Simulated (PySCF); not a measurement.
# Electron correlation in Ru⁺ (ruthenium, charge +1)

[Kr] 4d7, high-spin 4F determinant. Calculation: PySCF 2.14, in def2-QZVPPD with the def2 core potential (28 electrons) (7s5p4d4f2g, 88 functions); a scalar-relativistic core potential. Frozen: nothing; 15 electrons correlated.

```
  level  correlation energy (mhartree)
   CCSD                        -489.15
    (T)                         -14.67
CCSD(T)                        -503.82
```

Diagnostics: T1 = 0.0056, D1 = 0.0114, largest double amplitude 0.020.

Cost of the coupled-cluster step: of the order of 2.4 core-minutes, for 15 correlated electrons.

The basis has no tight functions for the innermost shells, so their pair energies are far from complete.

This basis was not built for core-valence correlation, so the inner-shell part is incomplete.
